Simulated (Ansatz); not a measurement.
```yaml
crystal:
  periodic: [false, false, false]
  atoms:
    - {symbol: F, position_ang: [-0.297758, -2.149456, 0.187276]}
    - {symbol: B, position_ang: [-0.162389, -0.767777, -0.018375]}
    - {symbol: C, position_ang: [0.458300, 0.480874, 0.059838]}
    - {symbol: S, position_ang: [-1.258171, 0.277175, -0.766498]}
    - {symbol: H, position_ang: [1.207482, 0.827493, -0.306625]}
    - {symbol: H, position_ang: [0.527755, 1.186833, 0.928935]}
basis:
  gaussian: {orbitals: def2-TZVP}
magnetization: {spin_polarized: true, initial_magnetization: 1}
hamiltonian: {xc: {name: HF}}
correlation: {method: bccd_t, electrons: all}
```

```sh
$ ansatz run in.yaml --threads 2 --pin off --events-out ev --progress --plain --max-ram 4352MiB
```

**Question.** How does Ansatz answer? (An estimate is asked.)

**Answer.** Computed: The program refused the input.
```
Error: a molecule whose nuclei and cores have a total charge of 38 cannot have a net charge of 0 together with 1 unpaired electrons
```
